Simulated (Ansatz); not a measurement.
Ansatz (a first-principles code) input:

Ansatz 0.2 input:
```yaml
crystal:
  periodic: [false, false, false]
  atoms:
    - {symbol: B, position_ang: [0.82673767, -0.12463572, -0.24991220]}
    - {symbol: I, position_ang: [0.26659967, -1.05280192, 1.55071994]}
    - {symbol: I, position_ang: [-0.34459379, 1.06456001, -1.52714332]}
basis:
  gaussian:
    orbitals: def2-SVPD
magnetization: {spin_polarized: true, initial_magnetization: 1}
correlation: {method: ccsd_t, electrons: outside_noble_gas}
output: {forces: true}
```

**Question.** Predict the final energy.

**Answer.** -618.26265 Eh (CCSD(T)/def2-SVPD). The basis has 90 functions.

It need not be the lowest isomer of its formula.
